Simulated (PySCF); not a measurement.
Ionisation energy of Sc by level of theory

Sc [Ar] 3d1 4s2 (2D) → Sc+ [Ar] 3d1 4s1 (3D), as a difference of total energies. Calculation: PySCF 2.14, in ANO-RCC-VTZP (6s5p3d2f1g, 59 functions); the spin-free X2C one-electron Hamiltonian (Gaussian nucleus). Correlated levels: valence: [Ar] frozen. The calculations carry no spin-orbit coupling.

| method | ionisation energy (eV) |
| --- | --- |
| UHF | 5.393 |
| MP2 (valence) | 6.051 |
| SCS-MP2 (valence) | 6.187 |
| CCSD (valence) | 6.338 |
| CCSD(T) (valence) | 6.364 |
| CCSDT (valence) | 6.378 |

Problem. How much does correlation contribute at CCSD(T) (valence)?

Solution. 6.364 − (5.393) = 0.971 eV, measured against UHF.

Errors of the correlated levels include the incompleteness of this basis and the frozen core.

The coupled-cluster amplitudes are large for Sc (T1 above 0.03 or a double amplitude above 0.15), so a single reference is strained.

For comparison: 6.562 eV (measured; NIST levels, between the centres of gravity of the two terms).
